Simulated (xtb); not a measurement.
CH₅FSi, SMILES [SiH2](C)F. All values are semi-empirical tight-binding results from xtb (GFN2-xTB unless named), good for trends rather than for accurate numbers. The structure is a stationary point at GFN2-xTB.

Optimised geometry:

```xyz
8

Si     0.3282     0.3494     0.2253
C     -1.5437     0.0867     0.2204
F      0.9799    -0.8048    -0.6947
H      0.7266     1.5940    -0.4170
H      0.9250     0.1475     1.5385
H     -1.8039    -0.8964     0.6046
H     -2.0503     0.8245     0.8352
H     -1.9492     0.1616    -0.7854
```
Charge 0, spin multiplicity 1.

Computed properties:
```yaml
point_group_as_xtb_finds_it: Cs
orbital_gap: 6.38 eV
dipole_moment: 1.97 D
zero_point_energy: 34.6 kcal/mol
G − E(el) at 298.15 K (modified RRHO): 17.5 kcal/mol
static polarisability (D4 model): 45.6 bohr³
solvation energy, GFN2-xTB/ALPB(water): 0.1 kcal/mol
solvation energy, GFN2-xTB/ALPB(benzene): -1.0 kcal/mol
```

Problem. Give the atomic charges and the Wiberg bond orders between heavy atoms. (An estimate is asked for; the answer gives what the named calculation found.)

Solution. charges (e) Si1 0.53, C2 -0.20, F3 -0.28, H4 -0.08, H5 -0.08, H6 0.04, H7 0.03, H8 0.04. Bond orders Si1–C2 0.93, Si1–F3 1.08.
